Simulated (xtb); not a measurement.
C3H3 (SMILES [CH]=C=C), doublet, geometry from GFN2-xTB; GFN1-xTB (xtb).

Input for xtb:
```
$ xtb mol.xyz --gfn 1 --uhf 1 --etemp 5000 --json

# file mol.xyz
6

C     -0.83809205    -0.53136753     0.74537963
C      0.07485540     0.04745986    -0.06657466
C      0.89824084     0.56950310    -0.79887457
H     -0.83974223    -0.32796193     1.80085104
H     -1.57644059    -1.20394750     0.34804593
H      1.60615765     1.01833687    -1.42847936
```

Task: Write the output that xtb gives for this input, abridged.

Result: 
```
   ID    Z sym.   atoms
    1    6 C      1-3
    2    1 H      4-6

           -------------------------------------------------
          |                Calculation Setup                |
           -------------------------------------------------

           -------------------------------------------------
          |                 G F N 1 - x T B                 |
           -------------------------------------------------

          ...................................................
          :                      SETUP                      :
          :.................................................:
          :  # basis functions                  18          :
          :  # atomic orbitals                  18          :
          :  # shells                           12          :
          :  # electrons                        15          :
          :  # halogen bonds                     0          :
          :  max. iterations                   250          :
          :  Hamiltonian                  GFN1-xTB          :
          :  restarted?                      false          :
          :  GBSA solvation                  false          :
          :  PC potential                    false          :
          :  electronic temp.         5000.0000000     K    :
          :  accuracy                    1.0000000          :
          :  -> integral cutoff          0.2500000E+02      :
          :  -> integral neglect         0.1000000E-07      :
          :  -> SCF convergence          0.1000000E-05 Eh   :
          :  -> wf. convergence          0.2000000E-04 e    :
          :  Broyden damping             0.4000000          :
          :  net charge                          0          :
          :  unpaired electrons                  1          :
          ...................................................

 iter      E             dE          RMSdq      gap      omega  full diag
   1     -8.0027135 -0.800271E+01  0.963E+00    4.69       0.0  T
   2     -8.0124157 -0.970220E-02  0.571E+00    4.38       1.0  T
   3     -8.0124677 -0.519973E-04  0.665E-01    4.44       1.0  T
   4     -8.0129289 -0.461223E-03  0.188E-01    4.45       1.0  T
   5     -8.0129873 -0.583929E-04  0.882E-02    4.42       1.0  T
   6     -8.0130163 -0.290176E-04  0.113E-03    4.42      36.2  T
   7     -8.0130163 -0.519597E-08  0.677E-05    4.42     602.8  T
   8     -8.0130163 -0.329692E-11  0.135E-05    4.42    3019.7  T

   *** convergence criteria satisfied after 8 iterations ***

         :::::::::::::::::::::::::::::::::::::::::::::::::::::
         ::                     SUMMARY                     ::
         :::::::::::::::::::::::::::::::::::::::::::::::::::::
         :: total energy              -7.817066604608 Eh    ::
         :: gradient norm              0.010425860122 Eh/a0 ::
         :: HOMO-LUMO gap              4.423155854170 eV    ::
         ::.................................................::
         :: SCC energy                -8.013016310910 Eh    ::
         :: -> electrostatic           0.000633311948 Eh    ::
         :: repulsion energy           0.197122218768 Eh    ::
         :: dispersion energy         -0.001172512467 Eh    ::
         :: halogen bond corr.         0.000000000000 Eh    ::
         :: add. restraining           0.000000000000 Eh    ::
         :: total charge               0.000000000003 e     ::
         :::::::::::::::::::::::::::::::::::::::::::::::::::::

           -------------------------------------------------
          |                Property Printout                |
           -------------------------------------------------

    * Orbital Energies and Occupations

         #    Occupation            Energy/Eh            Energy/eV
      -------------------------------------------------------------
         1        2.0000           -0.6417642             -17.4633
         2        2.0000           -0.6272782             -17.0691
         3        2.0000           -0.5732855             -15.5999
         4        1.9999           -0.5447062             -14.8222
         5        1.9996           -0.5291731             -14.3995
         6        1.9941           -0.4856616             -13.2155
         7        1.9372           -0.4471610             -12.1679
         8        1.0631           -0.3631649              -9.8822 (HOMO)
         9        0.0057           -0.2006169              -5.4591 (LUMO)
        10        0.0003           -0.1510032              -4.1090
        11        0.0000           -0.1171189              -3.1870
        12        0.0000           -0.0948436              -2.5808
        13        0.0000           -0.0676093              -1.8397
        14                          0.1569231               4.2701
        15                          0.3284112               8.9365
        16                          0.3983208              10.8389
        17                          0.4808642              13.0850
        18                          1.3966811              38.0056
      -------------------------------------------------------------
                  HL-Gap            0.1625480 Eh            4.4232 eV
             Fermi-level           -0.3432902 Eh           -9.3414 eV

  Mulliken/CM5 charges         n(s)   n(p)   n(d)
     1C    -0.08855 -0.18783   1.038  3.050  0.000
     2C     0.01675  0.00655   1.097  2.887  0.000
     3C    -0.09275 -0.14616   1.096  2.997  0.000
     4H     0.05001  0.10363   0.950  0.000  0.000
     5H     0.05001  0.10363   0.950  0.000  0.000
     6H     0.06452  0.12017   0.935  0.000  0.000

Wiberg/Mayer (AO) data.
largest (>0.10) Wiberg bond orders for each atom

 ---------------------------------------------------------------------------
     #   Z sym  total        # sym  WBO       # sym  WBO       # sym  WBO
 ---------------------------------------------------------------------------
     1   6 C    3.565 --     2 C    1.425     5 H    0.961     4 H    0.961
                             3 C    0.210
     2   6 C    3.932 --     3 C    2.494     1 C    1.425
     3   6 C    3.740 --     2 C    2.494     6 H    0.982     1 C    0.210
     4   1 H    0.997 --     1 C    0.961
     5   1 H    0.997 --     1 C    0.961
     6   1 H    0.993 --     3 C    0.982
 ---------------------------------------------------------------------------

Topologies differ in total number of bonds
Writing topology from bond orders to xtbtopo.mol

 dipole moment from electron density (au)
     X       Y       Z
  -0.0378  -0.0240   0.0336  total (Debye):    0.142

           -------------------------------------------------
          | TOTAL ENERGY               -7.817066604608 Eh   |
          | GRADIENT NORM               0.010425860122 Eh/α |
          | HOMO-LUMO GAP               4.423155854170 eV   |
           -------------------------------------------------

normal termination of xtb
```
